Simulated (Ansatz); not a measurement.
Born–Oppenheimer molecular dynamics of C₄H₁₂OSi (18 atoms, charge 0, multiplicity 1). It starts from a relaxed structure.

Computed with RKS revPBE-D4/6-31G* in Ansatz 0.2.0.

```json
{
  "ensemble": "NVE (Milne-controlled integrator)",
  "time step": "0.5 fs",
  "steps asked": "300",
  "starting velocities drawn for": "500 K",
  "masses": "H 2.014 u",
  "seed": "357334"
}
```

First frame:

```xyz
18
Properties=species:S:1:pos:R:3
Si -0.004 -0.060 -0.016
O 0.107 -0.277 1.662
C -1.065 -0.390 2.466
H -1.691 -1.258 2.172
H -0.748 -0.533 3.514
H -1.694 0.523 2.416
C 1.784 0.038 -0.606
H 2.334 -0.886 -0.355
H 1.833 0.176 -1.700
H 2.311 0.884 -0.132
C -0.936 1.542 -0.415
H -1.979 1.516 -0.052
H -0.440 2.414 0.046
H -0.971 1.712 -1.506
C -0.898 -1.529 -0.815
H -1.941 -1.619 -0.464
H -0.928 -1.416 -1.914
H -0.382 -2.478 -0.588
```

(1) What does the run give?

(2) What happens to the structure?

(3) How do temperature and energy run in time?

## Answers

(1) All steps were run.

```
steps done                                               : 300
time covered                                             : 150 fs
mean temperature over the second half                    : 242 K
spread of the potential energy over the second half      : 4.7 meV per atom
mean potential energy of the second half above the start : 29.6 meV per atom
```

The conserved energy stayed within 0.0051 meV per atom of its start (net change -0.00056 meV per atom), so the integration is sound. Over the second half the temperature averaged 0.48 of the 500 K drawn at the start: a run that starts near a minimum puts about half its kinetic energy into the potential. A run of 0.15 ps of so small a system gives no equilibrium averages.

(2) The same pairs are bonded in the first frame and the last. Pairs count as bonded within 1.25 times the sum of covalent radii (0.12 Å more for H–H). Another seed would give other details.

(3) 
```csv
time (fs),T (K),potential energy less start (eV),conserved less start (meV/atom)
0,500,0.000,0.00
8.5,286,0.443,0.00
17,325,0.362,0.00
25.5,204,0.612,0.00
34,222,0.575,0.00
42.5,139,0.747,0.00
51,203,0.613,0.00
59.5,226,0.566,0.00
68,255,0.506,0.00
76.5,230,0.558,0.00
85,246,0.526,0.00
93.5,261,0.494,0.00
102,257,0.503,0.00
110.5,275,0.465,0.00
119,273,0.469,0.00
127.5,216,0.587,0.00
136,219,0.580,0.00
144.5,185,0.652,0.00
```

Time of the run: 31 min on 2 threads of Intel(R) Xeon(R) Processor @ 2.50GHz (Skylake/Cascade Lake), on a shared host, peak memory 0.2 GiB.
